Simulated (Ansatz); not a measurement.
Stretching the Br1–Br2 bond in Br2 (multiplicity 1 held). Energies count from the point at 2.316 Å.


Signs of static correlation in cc-pVDZ, with CASSCF(14,8), from Ansatz (a program for electronic structure) runs.

```json
[
 {"R (Å)": "1.853", "T1 of restricted CCSD": "0.006", "⟨S²⟩ of UHF": "0.000", "largest double amplitude of restricted CCSD": "0.050", "weight of the CASSCF reference in MRCISD": "0.917", "CASSCF natural occupations": "2.00 2.00 2.00 2.00 2.00 2.00 1.99 0.02"},
 {"R (Å)": "2.084", "T1 of restricted CCSD": "0.006", "⟨S²⟩ of UHF": "0.000", "largest double amplitude of restricted CCSD": "0.080", "weight of the CASSCF reference in MRCISD": "0.916", "CASSCF natural occupations": "2.00 2.00 2.00 2.00 2.00 2.00 1.97 0.03"},
 {"R (Å)": "2.316", "T1 of restricted CCSD": "0.007", "⟨S²⟩ of UHF": "0.000", "largest double amplitude of restricted CCSD": "0.123", "weight of the CASSCF reference in MRCISD": "0.915", "CASSCF natural occupations": "2.00 2.00 2.00 2.00 2.00 2.00 1.94 0.06"},
 {"R (Å)": "2.547", "T1 of restricted CCSD": "0.008", "⟨S²⟩ of UHF": "0.278", "largest double amplitude of restricted CCSD": "0.178", "weight of the CASSCF reference in MRCISD": "0.915", "CASSCF natural occupations": "2.00 2.00 2.00 2.00 2.00 2.00 1.89 0.12"},
 {"R (Å)": "2.779", "T1 of restricted CCSD": "0.010", "⟨S²⟩ of UHF": "0.670", "largest double amplitude of restricted CCSD": "0.244", "weight of the CASSCF reference in MRCISD": "0.915", "CASSCF natural occupations": "2.00 2.00 2.00 2.00 2.00 2.00 1.80 0.21"},
 {"R (Å)": "3.126", "T1 of restricted CCSD": "0.013", "⟨S²⟩ of UHF": "0.897", "largest double amplitude of restricted CCSD": "(withheld)", "weight of the CASSCF reference in MRCISD": "0.916", "CASSCF natural occupations": "2.00 2.00 2.00 2.00 2.00 2.00 1.61 0.40"},
 {"R (Å)": "3.474", "T1 of restricted CCSD": "0.015", "⟨S²⟩ of UHF": "0.989", "largest double amplitude of restricted CCSD": "(withheld)", "weight of the CASSCF reference in MRCISD": "0.916", "CASSCF natural occupations": "2.00 2.00 2.00 2.00 1.99 1.99 1.41 0.60"},
 {"R (Å)": "4.053", "T1 of restricted CCSD": "0.017", "⟨S²⟩ of UHF": "1.011", "largest double amplitude of restricted CCSD": "0.648", "weight of the CASSCF reference in MRCISD": "0.917", "CASSCF natural occupations": "2.00 2.00 2.00 2.00 1.99 1.99 1.13 0.88"},
 {"R (Å)": "4.631", "T1 of restricted CCSD": "0.016", "⟨S²⟩ of UHF": "1.011", "largest double amplitude of restricted CCSD": "0.743", "weight of the CASSCF reference in MRCISD": "0.917", "CASSCF natural occupations": "2.00 2.00 2.00 2.00 1.99 1.99 1.01 1.01"},
 {"R (Å)": "5.326", "T1 of restricted CCSD": "0.015", "⟨S²⟩ of UHF": "1.011", "largest double amplitude of restricted CCSD": "0.795", "weight of the CASSCF reference in MRCISD": "0.917", "CASSCF natural occupations": "2.00 2.00 2.00 2.00 2.00 2.00 1.00 1.00"},
 {"R (Å)": "6.252", "T1 of restricted CCSD": "0.014", "⟨S²⟩ of UHF": "1.011", "largest double amplitude of restricted CCSD": "0.819", "weight of the CASSCF reference in MRCISD": "0.917", "CASSCF natural occupations": "2.00 2.00 2.00 2.00 2.00 2.00 1.00 1.00"},
 {"R (Å)": "7.410", "T1 of restricted CCSD": "0.014", "⟨S²⟩ of UHF": "1.011", "largest double amplitude of restricted CCSD": "0.829", "weight of the CASSCF reference in MRCISD": "0.917", "CASSCF natural occupations": "2.00 2.00 2.00 2.00 2.00 2.00 1.00 1.00"},
 {"R (Å)": "9.263", "T1 of restricted CCSD": "0.014", "⟨S²⟩ of UHF": "1.011", "largest double amplitude of restricted CCSD": "0.836", "weight of the CASSCF reference in MRCISD": "0.917", "CASSCF natural occupations": "2.00 2.00 2.00 2.00 2.00 2.00 1.00 1.00"}
]
```

**Question.** Fill in the missing entries.

**Answer.** 
- 3.126, largest double amplitude of restricted CCSD: 0.360
- 3.474, largest double amplitude of restricted CCSD: 0.482

Doubts at one or more of the structures used: a restricted determinant that unrestricted orbitals would lower (R-CCSD(T)/cc-pVDZ); other coupled-cluster roots lie near (R-CCSD(T)/cc-pVDZ); a spin-contaminated determinant (U-CCSD(T)/cc-pVDZ); T1 above 0.05 (U-CCSD(T)/cc-pVDZ); the program's own flag: other amplitudes (U-CCSD(T)/cc-pVDZ).
